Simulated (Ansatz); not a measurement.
One change: `[Cl][Sn][Cl]` becomes `[NH2][Sn][Cl]`.

Ansatz, PBE0-D4/def2-TZVP geometries, multiplicity 1. Each molecule was computed in one conformer, which needn't be the lowest.

Elements past krypton have def2 core potentials. Outer-core shells of Sn are correlated without core-valence functions. Spin–orbit coupling is left out.

| property | `[Cl][Sn][Cl]` |
| --- | --- |
| zero-point energy (PBE0-D4/def2-TZVP) / kJ/mol | 4.9 |
| vertical ionisation energy (CCSD(T)/def2-TZVPP) / eV | 10.14 |
| HOMO energy (ωB97M-V/def2-TZVPP) / eV | -10.06 |
| size of the dipole moment (ωB97M-V/def2-TZVPP) / D | 3.29 |
| LUMO energy (B3LYP/def2-TZVPP) / eV | -3.34 |
| LUMO energy (PBE0/def2-TZVPP) / eV | -3.12 |

(1) What does the change do to each property? (Estimate.)

Answers

(1) The calculation gave: 
| property | `[NH2][Sn][Cl]` | shift |
| --- | --- | --- |
| zero-point energy (PBE0-D4/def2-TZVP) / kJ/mol | 68.0 | 63.1 |
| vertical ionisation energy (CCSD(T)/def2-TZVPP) / eV | 9.71 | -0.43 |
| HOMO energy (ωB97M-V/def2-TZVPP) / eV | -9.60 | 0.46 |
| size of the dipole moment (ωB97M-V/def2-TZVPP) / D | 3.19 | -0.10 |
| LUMO energy (B3LYP/def2-TZVPP) / eV | -2.31 | 1.03 |
| LUMO energy (PBE0/def2-TZVPP) / eV | -2.09 | 1.03 |

With PBE0 the HOMO rises by 0.52 eV and the LUMO rises by 1.03 eV, so the gap widens by about 0.51 eV. PBE moves the HOMO by 0.61 eV and ωB97M-V by 0.46 eV. The zero-point energy changes by 63.1 kJ/mol with +6 modes. Dipoles are sizes alone; their direction can turn.

B3LYP here is the variant with VWN-RPA as its local correlation; programs differ in this.
